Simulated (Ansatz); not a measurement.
Gas-phase electronic energies from Ansatz, PBE0-D4/def2-TZVP geometries. CBS: MP2 limit from def2 TZ/QZ plus the TZ coupled-cluster correction, frozen cores. Functionals use def2-TZVPP. Each species was taken in one conformer, which may not be the lowest.

Consider the substitution at a C–C bond: `C=CCC[SiH3]` + `[OH][AlH][SiH3]` → `[SiH3]C[O][AlH][SiH3]` + `C=CC`.

```tsv
level	ΔE (kcal/mol)
ωB97M-V	14.7
PBE	13.1
```

Problem. What does CCSD(T)/CBS give? (Estimate.)

Solution. Computed: +16.0 kcal/mol. The listed levels differ from it by -1.3, -2.9 kcal/mol.

Largest T1 diagnostic among the species: 0.014.

In def2-TZVPP, CCSD(T) changes the Hartree–Fock value by +2.5 kcal/mol (the triples alone add +0.1 kcal/mol) and MP2 by +4.5 kcal/mol. From PBE to PBE0 (25 % exact exchange), in def2-TZVPP and without D4, ΔE moves by +1.2 kcal/mol.
